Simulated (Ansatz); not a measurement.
```yaml
crystal:
  periodic: [false, false, false]
  atoms:
    - {symbol: C, position_ang: [2.514300, 0.793598, 0.549350]}
    - {symbol: C, position_ang: [1.473556, 0.274689, 0.228675]}
    - {symbol: C, position_ang: [0.237846, -0.322735, -0.180423]}
    - {symbol: Si, position_ang: [0.517367, -1.681437, -1.455313]}
    - {symbol: In, position_ang: [-1.028700, 1.285826, -1.132130]}
    - {symbol: O, position_ang: [-0.507967, -0.882302, 0.926462]}
    - {symbol: Si, position_ang: [-1.192588, 0.168051, 1.980352]}
    - {symbol: H, position_ang: [3.431887, 1.251843, 0.832012]}
    - {symbol: H, position_ang: [-0.793206, -2.280863, -1.815951]}
    - {symbol: H, position_ang: [1.103426, -1.035487, -2.662801]}
    - {symbol: H, position_ang: [1.437149, -2.737499, -0.957913]}
    - {symbol: H, position_ang: [-0.364237, 2.863616, -1.269830]}
    - {symbol: H, position_ang: [-2.522789, 0.728075, -1.785486]}
    - {symbol: H, position_ang: [-2.297649, -0.517884, 2.683544]}
    - {symbol: H, position_ang: [-1.756106, 1.292062, 1.125094]}
    - {symbol: H, position_ang: [-0.252268, 0.800437, 2.934369]}
basis:
  gaussian: {orbitals: ANO-RCC-VTZP}
hamiltonian: {xc: {name: wB97}}
scf: {max_iter: 3}
```

```sh
$ ansatz run in.yaml --threads 2 --pin off --events-out ev --progress --plain --max-ram 22528MiB --backend cuda --devices 0, --max-vram 18GiB
```

It prints (some lines left out):

```
Error: invalid value for `basis.gaussian`: such a run doesn't read scf.max_iter; remove what it names
```

Q: What is wrong with this run?

A: The input holds a key that doesn't belong there. The input was rejected before any iteration.
